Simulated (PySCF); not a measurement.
**Bond length, frequency and bond energy of NaBr⁺ by level of theory**

State: ²Π (doublet), unpaired electrons π ↑. Set-up: PySCF, scalar-relativistic core potentials, basis sets Na cc-pVDZ, Br cc-pVDZ-PP with ECP10. De refers to Na⁺ + Br in their high-spin ground configurations, without counterpoise correction. The functionals are run spin-unrestricted. A positive dipole points towards Br; it is taken about the centre of mass and depends on that origin.

```
      Level  Re (Å)  ωe (cm⁻¹)  De (eV)   μ (D)  CPU s a point (SCF and correlation, without the integrals)
        UHF   3.068        118    0.298  -10.13                                                       0.057
    UHF-MP2   3.048        127    0.348     n/a                                                        0.11
UHF-SCS-MP2   3.051        126    0.346     n/a                                                         n/a
   UHF-CCSD   3.047        128    0.353     n/a                                                         n/a
UHF-CCSD(T)   3.045        129    0.359     n/a                                                         4.6
        PBE   2.998        132    0.405   -9.49                                                         0.4
     PBEsol   2.988        132    0.398   -9.47                                                        0.29
       BP86   3.046        122    0.338   -9.76                                                        0.29
     r²SCAN   3.014        126    0.348   -9.75                                                        0.53
       PBE0   2.998        130    0.366   -9.63                                                        0.64
       MN15   3.031        130    0.390   -9.77                                                        0.56
  CAM-B3LYP   2.961        137    0.403   -9.44                                                        0.69
```

Problem. Which functional lies closest to UHF-CCSD(T) in De, which farthest, and by how much do they differ from it?

Solution. Closest is PBE0 (-4.7 pm in Re, +0.8 % in ωe, +0.01 eV in De against UHF-CCSD(T) in the same basis), farthest PBE (-4.7 pm in Re, +2.3 % in ωe, +0.05 eV in De). CCSD(T) converges more slowly with the basis than the functionals do and binds too weakly in this one, so the order can change at the basis-set limit.

Problem. What does a quarter of exact exchange do here, going from PBE to PBE0?

Solution. PBE0 less PBE: +0.0 pm in Re, -1.5 % in ωe, -0.04 eV in De. Exact exchange removes part of the self-interaction that spreads semilocal densities, and in most molecules shortens and stiffens the bond and lowers De; here ωe goes the other way.

Problem. What does the step from GGA to meta-GGA do here, going from PBE to r²SCAN?

Solution. r²SCAN less PBE: +1.6 pm in Re, -4.5 % in ωe, -0.06 eV in De. 

Correlated steps freeze 5 core orbitals. The bond is weak. Basis-set superposition, not corrected here, can be much of De in a small basis, most of all at correlated wavefunction levels. Spin–orbit coupling is left out. For an ion De counts to the pair picked by the measured ionisation energies or electron affinities, which need not be the lowest pair at this level. The state was picked by a PBE0 search and need not be the measured ground state.

The whole job (state search and all levels along the bond) took about 1.7 min on 1 thread of Arm Neoverse V1 (shared host), peak memory 0.46 GiB.
